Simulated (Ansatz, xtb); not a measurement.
## Relative energy of two structures of CH2GeSn

Structure X is a singlet given by its coordinates and structure Y is a triplet given by its coordinates. Both are isolated molecules in the gas phase, relaxed with B3LYP-D3(BJ)/def2-SVP.

X (Å):

```json
{"atom": "C", "x (Å)": "-2.1766", "y (Å)": "1.5247", "z (Å)": "-1.1601"}
{"atom": "Ge", "x (Å)": "-1.1113", "y (Å)": "0.7240", "z (Å)": "0.2411"}
{"atom": "Sn", "x (Å)": "-1.0444", "y (Å)": "-0.3062", "z (Å)": "-2.1764"}
{"atom": "H", "x (Å)": "-2.9532", "y (Å)": "2.2342", "z (Å)": "-0.8368"}
{"atom": "H", "x (Å)": "-2.2416", "y (Å)": "1.5728", "z (Å)": "-2.2824"}
```

Close contacts (Å): C1–Ge2 1.93, C1–Sn3 2.38, Ge2–Sn3 2.63, C1–H4 1.10, C1–H5 1.13, Sn3–H5 2.23.

Y (Å):

```yaml
atoms:
  - { symbol: C, position_ang: [-2.1102, 1.5469, -1.2516] }
  - { symbol: Ge, position_ang: [-0.8778, 0.9670, 0.1213] }
  - { symbol: Sn, position_ang: [-1.5441, -0.6458, -2.0273] }
  - { symbol: H, position_ang: [-3.1918, 1.5930, -1.0522] }
  - { symbol: H, position_ang: [-1.8031, 2.2884, -2.0049] }
```

Close contacts (Å): C1–Ge2 1.93, C1–Sn3 2.39, Ge2–Sn3 2.77, C1–H4 1.10, C1–H5 1.10.

Which of the two would you expect CCSD(T)/def2-TZVPP electronic energies to favour?

Structure X; the calculation gives E(Y) − E(X) = +0.118 eV.

How the difference moves with the method:

| level | geometry | E(Y) − E(X) (eV) | departure from the last row (eV) | job, with rough time for the two |
| --- | --- | --- | --- | --- |
| B3LYP-D3(BJ)/def2-SVP | B3LYP-D3(BJ)/def2-SVP | −0.030 | −0.148 | optimisation, 100 s |
| HF/def2-TZVPP | B3LYP-D3(BJ)/def2-SVP | −0.569 | −0.687 | part of the CCSD(T) run |
| MP2/def2-TZVPP | B3LYP-D3(BJ)/def2-SVP | +0.231 | +0.113 | part of the CCSD(T) run |
| CCSD(T)/def2-TZVPP | B3LYP-D3(BJ)/def2-SVP | +0.118 |  | single point, 4.1 min |

B3LYP-D3(BJ)/def2-SVP, HF/def2-TZVPP put the two in the other order. The largest departure from CCSD(T)/def2-TZVPP is that of HF/def2-TZVPP, 0.687 eV. Levels run at GFN2-xTB geometries aren't shown.

With harmonic frequencies from B3LYP-D3(BJ)/def2-SVP (ideal gas, rigid rotor, one conformer each, 298.15 K, 1 atm): on the last row, ΔE + ΔZPE = +0.155, ΔH = +0.144, ΔG = +0.145 eV.

Open shells are spin-unrestricted. The correlated steps freeze 14 core orbitals; the filled d shell of Ge and Sn is correlated, in a basis made for valence electrons. Atoms past krypton carry core potentials in the def2 sets and no spin–orbit term is included. ΔG holds the spin degeneracy. Mirror images aren't counted in ΔG. Programs: Ansatz 0.2.0; the last row on 2 threads of Intel(R) Xeon(R) Platinum 8259CL CPU @ 2.50GHz (Skylake/Cascade Lake) on a shared host.
